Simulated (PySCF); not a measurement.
B3LYP has the VWN-RPA correlation part, as in Gaussian. Delta-SCF ions had no search for a lower state. 

Cartesian coordinates (Å):
```xyz
8

C      1.1988    -0.3432     0.0540
C     -0.0734     0.0216    -0.0057
O     -0.9086    -0.3678    -1.0136
O     -0.6599     0.8186     0.9356
H      1.8469     0.0832     0.8023
H      1.5852    -1.0662    -0.6459
H     -1.7640    -0.6128    -0.6354
H     -1.2196     1.4696     0.4911
```
Charge 0, spin multiplicity 1.

Problem. Give the HOMO, vertical ionisation energy (Delta-SCF) and total energy at the level B3LYP-D3(BJ)/def2-TZVP in PySCF.

Solution. 
| Quantity | Result |
|---|---|
| HOMO | -6.50 eV |
| vertical ionisation energy (Delta-SCF) | 9.15 eV |
| total energy | -229.1470 Ha |
